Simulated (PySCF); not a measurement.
# Electrostatic potential from atomic charges

Species: `C#C[P-]C(C)(C)C`, charge -1. Coordinates (GFN2-xTB, Å) and charges (e) from the PBE0/pcSseg-1 density (PySCF):

```
atom       x       y       z  Mulliken      IAO  Hirshfeld  ESP-fitted
  C1   2.930   1.309  -0.546   -0.4781  -0.4324    -0.2556     -0.7206
  C2   2.143   0.985   0.317   -0.0311  -0.2399    -0.1581     +0.2633
  P3   1.128   0.587   1.662   -0.0971  -0.2432    -0.2951     -0.7690
  C4  -0.321  -0.128   0.630   -0.6903  -0.0775    -0.0225     +0.5014
  C5  -0.898   0.933  -0.304   -0.1348  -0.4079    -0.1430     -0.5245
  C6   0.142  -1.328  -0.194   -0.1352  -0.4077    -0.1429     -0.5244
  C7  -1.400  -0.578   1.612   -0.1517  -0.4063    -0.1389     -0.4243
  H8   3.589   1.569  -1.326   -0.0092  +0.1547    +0.0321     +0.2714
  H9  -1.253   1.787   0.271   +0.0800  +0.1252    +0.0139     +0.0932
 H10  -1.732   0.530  -0.890   +0.0459  +0.0898    +0.0044     +0.0987
 H11  -0.123   1.282  -0.985   +0.1173  +0.1396    +0.0193     +0.1268
 H12  -0.687  -1.751  -0.773   +0.0459  +0.0896    +0.0044     +0.0981
 H13   0.931  -1.021  -0.877   +0.1170  +0.1394    +0.0193     +0.1273
 H14   0.542  -2.100   0.462   +0.0803  +0.1254    +0.0139     +0.0923
 H15  -1.736   0.267   2.212   +0.0891  +0.1248    +0.0178     +0.1142
 H16  -2.261  -0.999   1.082   +0.0629  +0.1015    +0.0126     +0.0587
 H17  -1.001  -1.333   2.288   +0.0890  +0.1249    +0.0178     +0.1175
```

Points outside the species (Å): A (-3.4, -6.0, -1.4); B (-0.7, 4.8, -0.4); C (-3.1, 3.1, 3.1); D (-1.9, -4.0, 2.2).

Question: Find the potential V = 14.3996 V·Å × Σ q/r of each set of charges at these points.

Answer: In volts:

```tsv
point	nearest atom	distance (Å)	Mulliken	IAO	Hirshfeld	ESP-fitted
A	H12	5.08	-1.727	-1.736	-1.792	-1.720
B	H9	3.14	-2.819	-2.889	-2.882	-2.892
C	H15	3.27	-2.439	-2.489	-2.572	-2.589
D	H17	2.82	-2.466	-2.501	-2.621	-2.528
```

Question: How far are the other sets from the ESP-fitted one at these points?

Answer: Root-mean-square difference: IAO 0.052 V, Hirshfeld 0.059 V, Mulliken 0.089 V. The ESP scheme fits charges at the nuclei, held to the total charge, to the electrostatic potential on points at 1.4 to 2.0 times the van der Waals radii.

Question: What energy would a point charge of -1 e have at B in the field of the ESP charges, leaving out polarisation?

Answer: +2.892 eV = +279.0 kJ/mol, a repulsion. The total charge alone, placed at the mean of the coordinates, would give +2.941 eV.

Geometry: GFN2-xTB; no solvent, vibrations or thermal averaging. The pcSseg-1 basis has no diffuse functions, a weakness for an anion. The HOMO energy is positive at this level (+0.60 eV), so the outermost electrons may be held by the finite basis alone.

Conformer computed: `[CH:1]#[C:2][P-:3][C:4]([CH3:5])([CH3:6])[CH3:7]`: C2–P3–C4–C5 -61°.
